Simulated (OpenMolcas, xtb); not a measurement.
# How methods differ on GeH2Cl (SMILES [Cl][GeH2])

The species is GeH2Cl (4 atoms), meant as a doublet with charge 0. SMILES: `[Cl][GeH2]`. Geometry: relaxed at PBE0-D4/def2-TZVP.

```xyz
4

Cl   -1.5629    0.3052    0.9935
Ge    0.1067   -0.4511   -0.1416
H     0.0727    0.2596   -1.5142
H     1.3834   -0.1137    0.6623
```

Each level gives the energy change with the Cl1–Ge2 bond stretched from 2.156 to 3.881 Å (eV). The values are calculated.

```csv
level,kind,program,value (eV),CPU time (all runs)
GFN-FF,force field,xtb,0.02,under 2 s
GFN0-xTB,semi-empirical,xtb,1.56,under 2 s
UHF/def2-TZVPP,Hartree–Fock,OpenMolcas,2.74,57 s
USVWN5/def2-TZVPP,LDA,OpenMolcas,3.32,2 min
UBLYP/def2-TZVPP,GGA,OpenMolcas,2.59,100 s
UM06-L/def2-TZVPP,meta-GGA,OpenMolcas,3.00,2.1 min
UBHLYP/def2-TZVPP,global hybrid,OpenMolcas,3.10,91 s
UPBE0/def2-TZVPP,global hybrid,OpenMolcas,3.23,89 s
```

All-electron rows without a relativistic Hamiltonian named are non-relativistic. The first shape isn't each level's own minimum. The values span 0.02 to 3.32 eV. Spin contamination of the reference (⟨S²⟩ at least 0.1 too high) touches UHF/def2-TZVPP, UBHLYP/def2-TZVPP, UPBE0/def2-TZVPP. CPU times are rough (shared hosts, several kinds of processor): they show what a rung costs within a factor of a few.
